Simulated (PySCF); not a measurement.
SMILES CC(C)O[SiH2]O (C3H10O2Si), singlet, GFN2-xTB optimised geometry.

```
16

Si     0.65    -1.71     0.00
O      2.27    -1.71     0.00
O      0.24    -0.14     0.00
C     -1.03     0.45     0.05
C     -1.77     0.27    -1.27
C     -0.85     1.93     0.38
H      0.26    -2.42    -1.22
H      0.12    -2.36     1.20
H      2.74    -0.95     0.32
H     -1.61    -0.03     0.86
H     -2.74     0.77    -1.23
H     -1.18     0.68    -2.08
H     -1.93    -0.79    -1.46
H     -0.30     2.04     1.31
H     -0.28     2.41    -0.41
H     -1.81     2.42     0.48
```

Density from B3LYP/def2-TZVP in PySCF at that geometry.

Minimum of the electron density along straight lines between bonded atoms, close to the bond critical point (lines longer than 1.1 times the sum of covalent radii, or with two minima, are not listed):

| bond | length / Å | ρ at the minimum / e bohr⁻³ | ∇²ρ there / e bohr⁻⁵ | position (fraction from the first atom) |
|---|---|---|---|---|
| Si1–O2 | 1.618 | 0.147 | 0.91 | 0.41 |
| Si1–O3 | 1.622 | 0.144 | 0.92 | 0.41 |
| O3–C4 | 1.402 | 0.260 | -0.51 | 0.65 |
| C4–C5 | 1.526 | 0.254 | -0.65 | 0.51 |
| C4–C6 | 1.527 | 0.254 | -0.66 | 0.51 |
| Si1–H7 | 1.459 | 0.130 | 0.17 | 0.49 |
| Si1–H8 | 1.466 | 0.128 | 0.16 | 0.49 |
| O2–H9 | 0.954 | 0.361 | -2.48 | 0.81 |
| C4–H10 | 1.100 | 0.284 | -1.00 | 0.64 |
| C5–H11 | 1.087 | 0.281 | -0.97 | 0.64 |
| C5–H12 | 1.087 | 0.281 | -0.97 | 0.64 |
| C5–H13 | 1.087 | 0.281 | -0.97 | 0.64 |
| C6–H14 | 1.087 | 0.281 | -0.97 | 0.64 |
| C6–H15 | 1.087 | 0.281 | -0.97 | 0.64 |
| C6–H16 | 1.086 | 0.281 | -0.97 | 0.64 |
